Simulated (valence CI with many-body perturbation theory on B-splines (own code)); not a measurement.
# Lu XXIII: calculated level list

Level of theory: valence CI with perturbative core correlation (CI+MBPT): three valence electrons over a frozen Dirac-Fock core [Kr] 4d10, a basis of 7 s, 7 p, 7 d, 7 f, 4 g, 2 h functions for each j, with the one-electron correlation potential Σ1 (screened to all orders), the two-electron term Σ2, the three-electron term Σ3, Breit, model QED; selected single and double excitations, second order for the rest, scaled by the run's own slope (own B-spline code, finite nucleus).

No measured spectrum was set against this ion. As an estimate, terms of the open shell hold to a few per cent of their energy, and close levels can change places. Excitations out of the core, of the other parity, are not computed and may begin above about 148 eV (a cautious bound); beyond it only levels of the ground parity were kept, without lifetimes.

Levels 91 to 135 of 136, with energies above the lowest level, (4f5/2^3) J=9/2. "Leading %" is the weight of the configuration and term that name the level; weights of strongly mixed levels are sums over their largest components and can fall short. In the jj column 3d3/2^4 stands for four electrons in 3d with j = 3/2.

| No. | Configuration | Term | J | E (cm⁻¹) | Leading % | Leading jj | Second component |
| --- | --- | --- | --- | --- | --- | --- | --- |
| 91 | 4f2 5p | 4H° | 9/2 | 1066900 | 34 | 4f5/2^2 5p3/2 (90 %) | 29 % 4f2 5p 2H° |
| 92 | 4f2 5p | 4I° | 11/2 | 1076300 | 41 | 4f5/2^2 5p3/2 (69 %) | 28 % 4f2 5p 4H° |
| 93 | 4f2 5p | 4G° | 5/2 | 1079000 | 81 | 4f5/2^2 5p3/2 (94 %) | 13 % 4f2 5p 2F° |
| 94 | 4f2 5p | 4G° | 9/2 | 1085100 | 38 | 4f5/2 4f7/2 5p3/2 (99 %) | 32 % 4f2 5p 2H° |
| 95 | 4f2 5p | 4F° | 3/2 | 1085200 | 43 | 4f5/2^2 5p3/2 (84 %) | 30 % 4f2 5p 4D° |
| 96 | 4f2 5p | 4D° | 1/2 | 1086800 | 87 | 4f5/2^2 5p3/2 (80 %) | 11 % 4f2 5p 2P° |
| 97 | 4f2 5p | 2I° | 11/2 | 1089200 | 39 | 4f5/2 4f7/2 5p3/2 (71 %) | 34 % 4f2 5p 2H° |
| 98 | 4f2 5p | 4I° | 13/2 | 1090900 | 67 | 4f5/2 4f7/2 5p3/2 (85 %) | 27 % 4f2 5p 4H° |
| 99 | 4f2 5p | 4F° | 5/2 | 1091800 | 51 | 4f5/2^2 5p3/2 (63 %) | 18 % 4f2 5p 4D° |
| 100 | 4f2 5p | 4G° | 7/2 | 1092900 | 39 | 4f5/2^2 5p3/2 (65 %) | 22 % 4f2 5p 2G° |
| 101 | 4f2 5p | 4G° | 11/2 | 1095300 | 45 | 4f5/2 4f7/2 5p3/2 (68 %) | 20 % 4f2 5p 2I° |
| 102 | 4f2 5p | 4G° | 7/2 | 1096600 | 35 | 4f5/2 4f7/2 5p3/2 (96 %) | 32 % 4f2 5p 4F° |
| 103 | 4f2 5p | 4D° | 3/2 | 1101100 | 55 | 4f5/2 4f7/2 5p3/2 (97 %) | 35 % 4f2 5p 2D° |
| 104 | 4f2 5p | 2F° | 7/2 | 1101500 | 39 | 4f5/2 4f7/2 5p3/2 (81 %) | 36 % 4f2 5p 2G° |
| 105 | 4f2 5p | 4F° | 9/2 | 1102600 | 31 | 4f5/2 4f7/2 5p3/2 (95 %) | 26 % 4f2 5p 2G° |
| 106 | 4f2 5p | 2F° | 5/2 | 1104000 | 41 | 4f5/2 4f7/2 5p3/2 (93 %) | 30 % 4f2 5p 4D° |
| 107 | 4f2 5p | 4G° | 9/2 | 1105600 | 46 | 4f5/2 4f7/2 5p3/2 (91 %) | 44 % 4f2 5p 2G° |
| 108 | 4f2 5p | 4I° | 15/2 | 1106200 | 98 | 4f7/2^2 5p3/2 (73 %) |  |
| 109 | 4f2 5p | 2I° | 13/2 | 1107800 | 59 | 4f7/2^2 5p3/2 (56 %) | 36 % 4f2 5p 4H° |
| 110 | 4f2 5p | 2F° | 5/2 | 1108900 | 57 | 4f5/2 4f7/2 5p3/2 (82 %) | 14 % 4f2 5p 2D° |
| 111 | 4f2 5p | 4G° | 11/2 | 1111100 | 48 | 4f5/2 4f7/2 5p3/2 (58 %) | 39 % 4f2 5p 2H° |
| 112 | 4f2 5p | 2G° | 7/2 | 1111400 | 47 | 4f5/2 4f7/2 5p3/2 (86 %) | 25 % 4f2 5p 4F° |
| 113 | 4f2 5p | 2G° | 9/2 | 1115400 | 55 | 4f7/2^2 5p3/2 (86 %) | 19 % 4f2 5p 4F° |
| 114 | 4f2 5p | 2H° | 11/2 | 1122600 | 53 | 4f7/2^2 5p3/2 (91 %) | 37 % 4f2 5p 4G° |
| 115 | 4f2 5p | 2P° | 1/2 | 1125400 | 41 | 4f5/2 4f7/2 5p3/2 (81 %) | 30 % 4f2 5p 2S° |
| 116 | 4f2 5p | 2F° | 5/2 | 1125500 | 49 | 4f7/2^2 5p3/2 (93 %) | 30 % 4f2 5p 2D° |
| 117 | 4f2 5p | 4S° | 3/2 | 1128200 | 30 | 4f5/2 4f7/2 5p3/2 (66 %) | 19 % 4f2 5p 4P° |
| 118 | 4f2 5p | 2F° | 7/2 | 1128700 | 49 | 4f7/2^2 5p3/2 (79 %) | 20 % 4f2 5p 2G° |
| 119 | 4f2 5p | 2G° | 9/2 | 1131200 | 62 | 4f7/2^2 5p3/2 (76 %) | 22 % 4f2 5p 4F° |
| 120 | 4f2 5p | 2I° | 13/2 | 1132900 | 61 | 4f5/2 4f7/2 5p3/2 (70 %) | 37 % 4f2 5p 2K° |
| 121 | 4f2 5p | 2F° | 7/2 | 1134000 | 59 | 4f5/2 4f7/2 5p3/2 (69 %) | 20 % 4f2 5p 4D° |
| 122 | 4f2 5p | 4P° | 3/2 | 1139400 | 30 | 4f7/2^2 5p3/2 (40 %) | 26 % 4f2 5p 2D° |
| 123 | 4f2 5p | 2D° | 5/2 | 1141600 | 63 | 4f5/2 4f7/2 5p3/2 (66 %) | 13 % 4f2 5p 2F° |
| 124 | 4f2 5p | 2H° | 11/2 | 1143000 | 53 | 4f5/2 4f7/2 5p3/2 (61 %) | 42 % 4f2 5p 2I° |
| 125 | 4f2 5p | 2P° | 1/2 | 1145200 | 47 | 4f7/2^2 5p3/2 (68 %) | 24 % 4f2 5p 4P° |
| 126 | 4f2 5p | 4D° | 5/2 | 1148000 | 50 | 4f5/2 4f7/2 5p3/2 (97 %) | 28 % 4f2 5p 4P° |
| 127 | 4f2 5p | 2D° | 3/2 | 1148800 | 64 | 4f5/2 4f7/2 5p3/2 (57 %) | 16 % 4f2 5p 4D° |
| 128 | 4f2 5p | 2K° | 15/2 | 1153700 | 98 | 4f5/2 4f7/2 5p3/2 (73 %) |  |
| 129 | 4f2 5p | 4D° | 7/2 | 1156600 | 63 | 4f7/2^2 5p3/2 (89 %) | 32 % 4f2 5p 2F° |
| 130 | 4f2 5p | 2H° | 9/2 | 1163100 | 95 | 4f5/2 4f7/2 5p3/2 (69 %) |  |
| 131 | 4f2 5p | 2D° | 5/2 | 1167400 | 49 | 4f7/2^2 5p3/2 (84 %) | 42 % 4f2 5p 4P° |
| 132 | 4f2 5p | 2P° | 1/2 | 1167500 | 85 | 4f5/2 4f7/2 5p3/2 (76 %) | 11 % 4f2 5p 4D° |
| 133 | 4f2 5p | 2P° | 3/2 | 1170200 | 57 | 4f7/2^2 5p3/2 (60 %) | 24 % 4f2 5p 2D° |
| 134 | 4f2 5p | 2P° | 3/2 | 1227200 | 94 | 4f7/2^2 5p3/2 (78 %) |  |
| 135 | 4f 5s2 | 2F° | 5/2 | 1278300 | 99 | 4f5/2 5s^2 (99 %) |  |

Where two levels of one J and parity lie close, their mixing, g and order are uncertain.
